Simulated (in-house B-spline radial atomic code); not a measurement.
Orbital energies and mean radii along the 65-electron series, configuration [Xe] 4f11. The effective charge is n√(-2ε), a non-relativistic measure. Computed with an all-electron radial atomic-structure program (B-spline basis): Dirac-Hartree-Fock, average of the configuration, finite nuclei.

```json
{"ion": "Ho2+", "Z": "67", "energy of 5p1/2 (Eh)": "-1.828", "mean radius of 5p1/2 (bohr)": "1.4586", "energy of 5s1/2 (Eh)": "-2.7623", "mean radius of 5s1/2 (bohr)": "1.3037", "effective charge of 5p1/2": "9.5603"}
{"ion": "Er3+", "Z": "68", "energy of 5p1/2 (Eh)": "-2.4393", "mean radius of 5p1/2 (bohr)": "1.3831", "energy of 5s1/2 (Eh)": "-3.4373", "mean radius of 5s1/2 (bohr)": "1.2511", "effective charge of 5p1/2": "11.044"}
{"ion": "Tm4+", "Z": "69", "energy of 5p1/2 (Eh)": "-3.1175", "mean radius of 5p1/2 (bohr)": "1.3142", "energy of 5s1/2 (Eh)": "-4.1828", "mean radius of 5s1/2 (bohr)": "1.2007", "effective charge of 5p1/2": "12.485"}
```
